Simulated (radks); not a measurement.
Dy18+, configuration [Kr] 4d10 4f2 (the NIST ground configuration).

Method: scalar-relativistic Kohn-Sham, BLYP, spin-polarised, spherical densities, finite nucleus; open shells are filled with parallel spins first (spin-orbit coupling, left out, can overturn this in heavy ions); Fermi nuclear charge, rms radius 5.2218 fm; computed with a radial shooting solver on a logarithmic mesh with Libxc functionals.

Energy parts (hartree):
| part | energy |
|---|---|
| total | -12044.7440 |
| kinetic | 13001.7237 |
| electron-nucleus | -28661.7672 |
| Hartree | 3862.6239 |
| exchange-correlation | -247.3244 |

Orbitals (lengths in bohr, moments of r in powers of bohr; <r^-3> diverges for s and p1/2; r(max) is where P^2 peaks):
orbital,occ.,eigenvalue (hartree),r(max),<r^4>,<r>,<r^-3>
1s up,1,-1988.271,0.01338,9.915e-07,0.02112,-
1s down,1,-1988.271,0.01338,9.915e-07,0.02112,-
2s up,1,-344.8319,0.07605,0.0001560,0.08979,-
2s down,1,-344.8307,0.07605,0.0001560,0.08979,-
2p up,3,-307.8514,0.06168,0.0001175,0.07946,12810
2p down,3,-307.8507,0.06168,0.0001175,0.07946,12810
3s up,1,-89.69648,0.2155,0.005928,0.2344,-
3s down,1,-89.64333,0.2154,0.005918,0.2343,-
3p up,3,-78.33946,0.2117,0.006222,0.2332,2728
3p down,3,-78.28667,0.2116,0.006209,0.2331,2731
3d up,5,-63.72252,0.1730,0.004908,0.2119,364.7
3d down,5,-63.68209,0.1729,0.004893,0.2118,365.2
4s up,1,-30.17612,0.4873,0.1261,0.5143,-
4s down,1,-30.07233,0.4874,0.1263,0.5145,-
4p up,3,-26.29556,0.5061,0.1557,0.5380,674.2
4p down,3,-26.19442,0.5061,0.1560,0.5383,672.8
4d up,5,-21.01194,0.5160,0.2000,0.5623,80.84
4d down,5,-20.91256,0.5161,0.2008,0.5628,80.61
4f up,2,-15.15724,0.4736,0.2598,0.5787,15.72
4f down,0,-15.05422,0.4741,0.2629,0.5799,15.68

The highest occupied level is 4f up at -412.45 eV. Summed over all electrons, <r^2> = 8.067 bohr^2, which gives a Langevin (diamagnetic) susceptibility term of -6.39 x 10^-6 cm^3/mol. The spin density at the nucleus is -6.313 e/bohr^3 (1s 0.030, 2s -0.691, 3s -9.490, 4s 3.839). The density falls to 0.001 e/bohr^3 at r = 1.59 bohr. Spin moment in Bohr magnetons: 2.
